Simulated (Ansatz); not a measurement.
A first, cheap relaxation of CH$_{7}$ClOSi$_{2}$ (`C[Si](O)([SiH3])Cl`).

```yaml
crystal:
  periodic: [false, false, false]
  atoms:
    - {symbol: C, position_ang: [-1.189900, 1.066500, -0.293600]}
    - {symbol: Si, position_ang: [0.421500, 0.304000, -0.271600]}
    - {symbol: O, position_ang: [0.997100, 0.014600, -1.807200]}
    - {symbol: Si, position_ang: [0.399700, -1.603900, 1.015700]}
    - {symbol: Cl, position_ang: [1.772900, 1.636800, 0.492400]}
    - {symbol: H, position_ang: [-1.583400, 1.382900, 0.700300]}
    - {symbol: H, position_ang: [-1.189800, 2.038100, -0.887300]}
    - {symbol: H, position_ang: [-1.949900, 0.471700, -0.764000]}
    - {symbol: H, position_ang: [1.511800, 0.770900, -2.159300]}
    - {symbol: H, position_ang: [-0.636400, -2.584700, 0.456500]}
    - {symbol: H, position_ang: [-0.153300, -1.287700, 2.415300]}
    - {symbol: H, position_ang: [1.676700, -2.264500, 1.136800]}
basis:
  gaussian: {orbitals: def2-SVP}
hamiltonian: {xc: pbe, dispersion: d4}
relax: {f_tol: 0.03, max_steps: 200}
```

```sh
$ ansatz run in.yaml --threads 4 --pin off --events-out ev --progress --plain
```

Output, abridged:

```
Functional definition: PBE
mean field -31449.98136985 eV, -1155.7654977791 hartree, gradient 6.3e-5 eV, S^2 0.000000; 0 other end points of the search recorded, 0 dependent functions left out
relax step   1: F+E_penalty+E_count = -31450.29896995 eV  Δ(F+E_penalty+E_count) = +0.000e0 eV  max|allowed force component| = 2.718e0 eV/Å  Δτ_max = 0.0000 Å  (27 SCF iters, accepted)
mean field -31450.21621162 eV, -1155.7741280548 hartree, gradient 2.0e-5 eV, S^2 0.000000; 0 other end points of the search recorded, 0 dependent functions left out
relax step   2: F+E_penalty+E_count = -31450.52879158 eV  Δ(F+E_penalty+E_count) = -2.298e-1 eV  max|allowed force component| = 1.219e0 eV/Å  Δτ_max = 0.1729 Å  (28 SCF iters, accepted)
mean field -31450.27687924 eV, -1155.7763575489 hartree, gradient 6.5e-6 eV, S^2 0.000000; 0 other end points of the search recorded, 0 dependent functions left out
relax step   3: F+E_penalty+E_count = -31450.58741750 eV  Δ(F+E_penalty+E_count) = -5.863e-2 eV  max|allowed force component| = 4.456e-1 eV/Å  Δτ_max = 0.0827 Å  (30 SCF iters, accepted)
mean field -31450.27184368 eV, -1155.7761724952 hartree, gradient 2.0e-5 eV, S^2 0.000000; 0 other end points of the search recorded, 0 dependent functions left out
relax step   4: F+E_penalty+E_count = -31450.58253206 eV  Δ(F+E_penalty+E_count) = +4.885e-3 eV  max|allowed force component| = 7.240e-1 eV/Å  Δτ_max = 0.0504 Å  (29 SCF iters, rejected (line search))
mean field -31450.28801979 eV, -1155.7767669563 hartree, gradient 1.8e-5 eV, S^2 0.000000; 0 other end points of the search recorded, 0 dependent functions left out
relax step   5: F+E_penalty+E_count = -31450.59877775 eV  Δ(F+E_penalty+E_count) = -1.136e-2 eV  max|allowed force component| = 1.815e-1 eV/Å  Δτ_max = 0.0245 Å  (30 SCF iters, accepted)
mean field -31450.29170249 eV, -1155.7769022932 hartree, gradient 1.7e-5 eV, S^2 0.000000; 0 other end points of the search recorded, 0 dependent functions left out
relax step   6: F+E_penalty+E_count = -31450.60368401 eV  Δ(F+E_penalty+E_count) = -4.906e-3 eV  max|allowed force component| = 1.358e-1 eV/Å  Δτ_max = 0.0942 Å  (28 SCF iters, accepted)
mean field -31450.29749936 eV, -1155.7771153241 hartree, gradient 1.6e-5 eV, S^2 0.000000; 0 other end points of the search recorded, 0 dependent functions left out
relax step   7: F+E_penalty+E_count = -31450.60887220 eV  Δ(F+E_penalty+E_count) = -5.188e-3 eV  max|allowed force component| = 1.405e-1 eV/Å  Δτ_max = 0.1500 Å  (28 SCF iters, accepted)
mean field -31450.30074640 eV, -1155.7772346507 hartree, gradient 1.8e-5 eV, S^2 0.000000; 0 other end points of the search recorded, 0 dependent functions left out
relax step   8: F+E_penalty+E_count = -31450.61259096 eV  Δ(F+E_penalty+E_count) = -3.719e-3 eV  max|allowed force component| = 7.575e-2 eV/Å  Δτ_max = 0.0623 Å  (28 SCF iters, accepted)
mean field -31450.30243066 eV, -1155.7772965459 hartree, gradient 1.9e-5 eV, S^2 0.000000; 0 other end points of the search recorded, 0 dependent functions left out
relax step   9: F+E_penalty+E_count = -31450.61396183 eV  Δ(F+E_penalty+E_count) = -1.371e-3 eV  max|allowed force component| = 2.712e-2 eV/Å  Δτ_max = 0.0162 Å  (29 SCF iters, accepted)
mean field -31450.30243066 eV, -1155.7772965459 hartree, gradient 1.8e-5 eV, S^2 0.000000; 1 other end points of the search recorded, 0 dependent functions left out
Total energy: -31450.61400058 eV, -1155.7887465295 hartree
Atom 0 at    -1.219493     1.200285    -0.351680 Å, force     0.000837    -0.013884    -0.004145 eV/Å
Atom 1 at     0.436380     0.321127    -0.220435 Å, force     0.010434    -0.001473    -0.011683 eV/Å
Atom 2 at     1.075351    -0.100026    -1.715884 Å, force    -0.008709     0.007203     0.005967 eV/Å
Atom 3 at     0.393360    -1.657643     1.037561 Å, force     0.003614     0.001076    -0.000312 eV/Å
Atom 4 at     1.739186     1.651462     0.765634 Å, force     0.003215    -0.004522    -0.004140 eV/Å
Atom 5 at    -1.587964     1.453380     0.662721 Å, force    -0.027122     0.009386     0.001529 eV/Å
Atom 6 at    -1.131256     2.144999    -0.926724 Å, force     0.013713     0.005610     0.000909 eV/Å
Atom 7 at    -1.968578     0.551900    -0.850706 Å, force     0.003663     0.001187     0.005070 eV/Å
Atom 8 at     1.201061     0.634483    -2.344065 Å, force    -0.003525    -0.002994     0.007742 eV/Å
Atom 9 at    -0.522981    -2.677645     0.413576 Å, force     0.001400    -0.000539    -0.000758 eV/Å
Atom 10 at    -0.115912    -1.344150     2.419661 Å, force     0.001224     0.000896    -0.001589 eV/Å
Atom 11 at     1.777847    -2.233472     1.144340 Å, force     0.001254    -0.001945     0.001411 eV/Å
Dipole moment:    -0.316616     0.163549    -0.277145 e Å
```

It took 17 s on 4 threads of a server CPU on a shared host, with 0.17 GiB of host memory at the peak.
